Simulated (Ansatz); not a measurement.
Start from `[OH][W]([OH])([OH])([OH])([OH])[F]` and change one element to get `[OH][Mo]([OH])([OH])([OH])([OH])[F]`.

Ansatz, PBE0-D4/def2-TZVP geometries, multiplicity 1. Each molecule was computed in one conformer, which needn't be the lowest.

Elements past krypton have def2 core potentials.

```
                                        property  `[OH][W]([OH])([OH])([OH])([OH])[F]`
              LUMO energy (PBE0/def2-TZVPP) / eV                                 -2.50
size of the dipole moment (B3LYP/def2-TZVPP) / D                                  1.53
             LUMO energy (B3LYP/def2-TZVPP) / eV                                 -2.75
               HOMO energy (PBE/def2-TZVPP) / eV                                 -7.31
             HOMO–LUMO gap (PBE/def2-TZVPP) / eV                                  4.15
           LUMO energy (ωB97M-V/def2-TZVPP) / eV                                 -0.39
```

(1) Give the same properties after the change, and the shifts. (Estimate.)

Results:

(1) Computed: 
```
                                        property  `[OH][Mo]([OH])([OH])([OH])([OH])[F]`  shift
              LUMO energy (PBE0/def2-TZVPP) / eV                                  -3.37  -0.87
size of the dipole moment (B3LYP/def2-TZVPP) / D                                   1.64   0.11
             LUMO energy (B3LYP/def2-TZVPP) / eV                                  -3.60  -0.85
               HOMO energy (PBE/def2-TZVPP) / eV                                  -7.37  -0.06
             HOMO–LUMO gap (PBE/def2-TZVPP) / eV                                   3.44  -0.71
           LUMO energy (ωB97M-V/def2-TZVPP) / eV                                  -1.30  -0.91
```

With PBE0 the HOMO falls by 0.07 eV and the LUMO falls by 0.87 eV, so the gap narrows by about 0.80 eV. PBE moves the HOMO by -0.06 eV and ωB97M-V by -0.08 eV. Dipoles are sizes alone; their direction can turn.

B3LYP here is the variant with VWN-RPA as its local correlation; programs differ in this.
